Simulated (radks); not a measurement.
All-electron atom: Rb XI in [Ar] 3d7 4s2 (not the ground configuration). Calculated with a radial shooting solver on a logarithmic mesh with Libxc functionals: Dirac Kohn-Sham, BLYP, spin-unpolarised, spherical densities, point nucleus; open shells fill j = l - 1/2 first. Some entries of the table are withheld. Estimate them.

orbital,occ.,eigenvalue (hartree),<r> (bohr)
1s1/2,2,-561.6464,0.04029
2s1/2,2,-83.04264,0.1774
2p1/2,2,(1),0.1521
2p3/2,4,(2),0.1561
3s1/2,2,-19.27434,0.4940
3p1/2,2,-16.82329,0.4897
3p3/2,4,-16.45347,0.4987
3d3/2,4,(3),0.4759
3d5/2,3,(4),0.4787
4s1/2,2,-7.18071,1.135

Answer. 
(1) 2p1/2 eigenvalue (hartree): -76.20966
(2) 2p3/2 eigenvalue (hartree): -73.97140
(3) 3d3/2 eigenvalue (hartree): -12.21902
(4) 3d5/2 eigenvalue (hartree): -12.15122
